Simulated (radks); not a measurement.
Tl73+, configuration [He] 2s2 2p4.

Method: Dirac Kohn-Sham, relativistic LDA (MacDonald-Vosko exchange, VWN5 correlation), spin-unpolarised, spherical densities, finite nucleus; open shells fill j = l - 1/2 first; Fermi nuclear charge, rms radius 5.4759 fm; computed with a radial shooting solver on a logarithmic mesh with Libxc functionals.

Energy parts (eV):
total: -329271.20
kinetic: 401544.84
electron-nucleus: -745695.33
Hartree: 17243.64
exchange-correlation: -2364.34

Orbitals (lengths in bohr, moments of r in powers of bohr; r(max) is where P^2 peaks; r(90%) holds 90 % of the orbital's charge):
| orbital | occ. | eigenvalue (eV) | <r^2> | <1/r> | r(90%) | r(max) |
|---|---|---|---|---|---|---|
| 1s1/2 | 2 | -92627.69 | 0.0003711 | 98.97 | 0.0300 | 0.01008 |
| 2s1/2 | 2 | -22188.57 | 0.005319 | 25.08 | 0.104 | 0.05781 |
| 2p1/2 | 2 | -21786.54 | 0.003709 | 24.97 | 0.0908 | 0.04219 |
| 2p3/2 | 2 | -19623.26 | 0.004774 | 20.16 | 0.101 | 0.04948 |
| 3s1/2 | 0 | -9319.508 | 0.02897 | 10.31 | 0.232 | 0.1527 |
| 3p1/2 | 0 | -9186.511 | 0.02544 | 10.24 | 0.221 | 0.1405 |
| 3p3/2 | 0 | -8570.454 | 0.02953 | 8.876 | 0.237 | 0.1529 |

The highest occupied level is 2p3/2 at -19623.3 eV. Summed over all electrons, <r^2> = 0.02835 bohr^2, which gives a Langevin (diamagnetic) susceptibility term of -0.0225 x 10^-6 cm^3/mol. The density falls to 0.001 e/bohr^3 at r = 0.28 bohr.
